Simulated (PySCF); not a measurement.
C₂F₃O₂ (doublet state).
Geometry (GFN2-xTB, Å), atoms numbered from 1 in this order:
```
atom  x, y, z in Å
O1     1.4287   -1.6177    0.0671
C2     1.5855   -0.4558   -0.0802
O3     0.7668    0.5768   -0.1329
C4    -0.5965    0.4072   -0.0023
F5    -0.9195   -0.1265    1.1672
F6    -1.0918   -0.3711   -0.9540
F7    -1.1698    1.5920   -0.0921
```

The hyperfine couplings belong to this conformer and change with its torsions.

Identity: `O=[C]OC(F)(F)F` [radical].

Theory: PySCF, UKS B3LYP, pcH-1 on C F O, non-relativistic, mean-field spin-orbit, GIAO. Isolated species at its GFN2-xTB geometry (one conformer only). A GFN2-xTB geometry isn't a minimum of the functional, and hyperfine couplings can be far from their values at a DFT geometry. The SCF solution wasn't tested for stability.

Computed for the main isotopes (class means, splittings of 0.05 mT or more): g = 2.0011; F5/F6/F7 19F +25.3 MHz (0.90 mT); 4 first-order lines, 2.71 mT wide.

Task: Where do the 13C satellites of C2 appear, and how strong are they?

Result: a = +693.3 MHz, or 24.75 mT in magnitude, and I = 1/2, so to first order each main line has two satellites, at ±12.38 mT. The isotope's abundance is about 1.07 %, shared among 2 lines, so each has 0.54 % of the main line's intensity. At 340 mT second-order shifts move them to lower field by up to 0.45 mT.

Task: Give position and intensity of the satellites from 17O at O3.

Result: a = -269.9 MHz, or 9.64 mT in magnitude, and I = 5/2, so to first order each main line has six satellites, at ±4.82, ±14.45, ±24.09 mT. The isotope's abundance is about 0.038 %, shared among 6 lines, so each has 0.0063 % of the main line's intensity. At 340 mT second-order shifts move them to lower field by up to 1.16 mT.

Nuclei that the bonding pattern makes equivalent are averaged, as if the motion that swaps them (rotation, inversion, ring flip) were fast. The three 19F nuclei of mean +25.3 MHz run from 18.9 to 38.0 MHz in the frozen geometry.

On an Arm Neoverse V1 with one thread, shared host, this took 24 s of wall time (with the writing of density and orbital grids) and 0.67 GiB of memory at its peak.
